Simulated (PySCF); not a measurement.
Ionisation energy of Mo³⁰⁺ by level of theory

Mo³⁰⁺ [Ne] 3s2 (1S) → Mo³¹⁺ [Ne] 3s1 (2S), as a difference of total energies. Computed with PySCF 2.14 in an uncontracted even-tempered set (16 s from 4.4 bohr⁻², ratio 2.5; 10 p from 5.7 bohr⁻², ratio 2.5; 4 d from 22 bohr⁻², ratio 2.7; 4 f from 32 bohr⁻², ratio 2.7), with no relativity, point nucleus. Correlated levels: outer shells: 1s2 frozen; virtual orbitals above 40 to 60 times the deepest correlated orbital energy dropped. The calculations carry no spin-orbit coupling.

```json
{"method": "UHF", "ionisation energy (eV)": "1686.6"}
{"method": "MP2 (outer shells)", "ionisation energy (eV)": "1690.0"}
{"method": "SCS-MP2 (outer shells)", "ionisation energy (eV)": "1690.4"}
{"method": "CCSD (outer shells)", "ionisation energy (eV)": "1691.1"}
{"method": "CCSD(T) (outer shells)", "ionisation energy (eV)": "1691.1"}
```

**Question.** How much does correlation contribute at CCSD(T) (outer shells)?

**Answer.** 1691.1 − (1686.6) = 4.5 eV, measured against UHF.

The gap to the reference is mostly relativistic.

For comparison: 1730.1 ± 2.5 eV (semi-empirical (NIST evaluation); NIST Atomic Spectra Database, ionization energies).
